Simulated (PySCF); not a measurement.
# Computed vibrations of [Ta(SH)4]+

[Ta(SH)4]+ (singlet). PySCF 2.14.0, RKS PBE0, Ta def2-SVP with ECP60, S def2-SVP, H def2-SVP; non-relativistic Hamiltonian with scalar-relativistic core potentials where named; density fitting; no spin-orbit coupling. Central differences of gradients.

```xyz
9

Ta    0.0000    0.0000   -0.2865
S     2.2375    0.4235    0.3725
H     2.6262   -0.6866    1.0432
S    -0.4235    2.2375    0.3725
H     0.6866    2.6262    1.0432
S    -2.2375   -0.4235    0.3725
H    -2.6262    0.6866    1.0432
S     0.4235   -2.2375    0.3725
H    -0.6866   -2.6262    1.0432
```

Run from Python with OMP_NUM_THREADS=2. Where DIIS fails, smearing, a level shift and second-order steps follow.
It took 77 s on 2 threads of Arm Neoverse V2, on a shared host.

Q: What are the harmonic wavenumbers and infrared intensities?

A: Modes are labelled in C4; negative numbers are unstable modes, those under 60 cm⁻¹ near the noise; a finer grid moves soft modes by up to 10 cm⁻¹.
| cm⁻¹ | km/mol | symmetry |
| --- | --- | --- |
| -127 | – | b |
| -45 | – | e |
| -45 | – | e |
| 126 | 0.7 | a |
| 154 | 0.0 | b |
| 251 | 0.0 | b |
| 285 | 1.8 | e |
| 285 | 1.8 | e |
| 359 | 0.0 | b |
| 377 | 77.8 | e |
| 377 | 77.8 | e |
| 390 | 16.1 | a |
| 406 | 54.3 | a |
| 609 | 0.0 | b |
| 612 | 74.5 | e |
| 612 | 74.5 | e |
| 660 | 16.8 | a |
| 2695 | 44.9 | e |
| 2695 | 44.9 | e |
| 2696 | 38.1 | a |
| 2698 | 0.0 | b |

Q: Is this a minimum?

A: No: 3 unstable; the lowest moves the atoms so:
```
Ta   0.00  0.00  0.00
S    0.09 -0.07 -0.32
H   -0.05  0.23  0.28
S   -0.07 -0.09  0.32
H    0.23  0.05 -0.28
S   -0.09  0.07 -0.32
H    0.05 -0.23  0.28
S    0.07  0.09  0.32
H   -0.23 -0.05 -0.28
```
